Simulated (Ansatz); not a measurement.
Harmonic frequencies (cm⁻¹) at PBE0-D4/def2-TZVP from Ansatz: 334, 340, 405, 526, 608, 652, 678, 1051, 1196, 1386, 1499, 1647, 3610, 3758, 3775.

Each molecule was computed in one conformer, which needn't be the lowest.

**Question.** Which molecule is it?
A. `Cl[SiH]1[SiH2]S1`
B. `ClC1=CC1Cl`
C. `S[CH2][GaH2]`
D. `NC(O)=[Se]`

**Answer.** D.
